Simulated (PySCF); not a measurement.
Sm⁴⁶⁺: ionisation energy

Sm⁴⁶⁺ [Ne] 3s2 3p4 [3p1/2^2 3p3/2^2, M_J = 2] → Sm⁴⁷⁺ [Ne] 3s2 3p3 [3p1/2^2 3p3/2^1, M_J = 3/2], as a difference of total energies. Computed with PySCF 2.14 in an even-tempered Gaussian basis (18 s from 11 bohr⁻², ratio 2.4; 14 p from 15 bohr⁻², ratio 2.4; 4 d from 53 bohr⁻², ratio 2.6; 4 f from 79 bohr⁻², ratio 2.6), with the two-component X2C-1e Hamiltonian. Correlated levels: 1s2 frozen; the 54 highest virtual spinors dropped. "Screened" scales the spin-orbit matrix elements by Boettger's factors to mimic the two-electron term; Breit and QED terms are absent.

```
                    method  ionisation energy (eV)
           GHF (spin-free)                  3906.4
          GMP2 (spin-free)                  3907.7
 GHF (screened spin-orbit)                  3874.8
GMP2 (screened spin-orbit)                  3875.1
```

Breit and QED terms and the two-electron picture change are absent.

The spin-free rows relax to the high-spin LS determinant and lack the spin-orbit shift.

The labels give the starting determinants; with spin-orbit coupling the two ends relaxed to ⟨J²⟩ = 6.00, ⟨L²⟩ = 3.21, ⟨S²⟩ = 1.42 and ⟨J²⟩ = 3.75, ⟨L²⟩ = 2.47, ⟨S²⟩ = 1.54.

For comparison: 3873 ± 4 eV (theoretical estimate listed by NIST; NIST Atomic Spectra Database, ionization energies).
